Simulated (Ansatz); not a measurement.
CH5GeNO2, SMILES `NC(=O)[O][GeH3]`, relaxed with RKS PBE0-D4/def2-TZVP in Ansatz 0.2.0 from a PBE-D4/def2-SVP geometry. The force threshold is 0.005 eV/Å; the program also tests the step.

Charge 0, multiplicity 1.

Start:

```xyz
10

N     0.826    0.686    1.824
C     0.143    0.540    0.653
O    -0.606    1.386    0.166
O     0.381   -0.656    0.064
Ge   -0.571   -0.789   -1.526
H     0.704    1.545    2.354
H     1.419   -0.058    2.183
H    -0.087    0.291   -2.517
H    -2.086   -0.740   -1.234
H    -0.123   -2.205   -1.967
```

```csv
step,energy (eV),largest force (eV/Å),largest move (Å)
1,-63210.4673,0.905,0.000
2,-63210.5141,0.336,0.029
3,-63210.5187,0.073,0.011
4,-63210.5190,0.022,0.006
5,-63210.5191,0.050,0.006
6,-63210.5191,0.021,0.002
7,-63210.5191,0.009,0.001
8,-63210.5191,0.002,0.001
```

End:

```xyz
10

N     0.819    0.678    1.806
C     0.139    0.542    0.647
O    -0.598    1.386    0.178
O     0.364   -0.632    0.056
Ge   -0.562   -0.788   -1.512
H     0.702    1.521    2.334
H     1.399   -0.063    2.150
H    -0.085    0.283   -2.493
H    -2.063   -0.737   -1.223
H    -0.115   -2.192   -1.943
```

Run time 28 s (4 threads of a server CPU on a shared host); peak host memory 0.58 GiB.
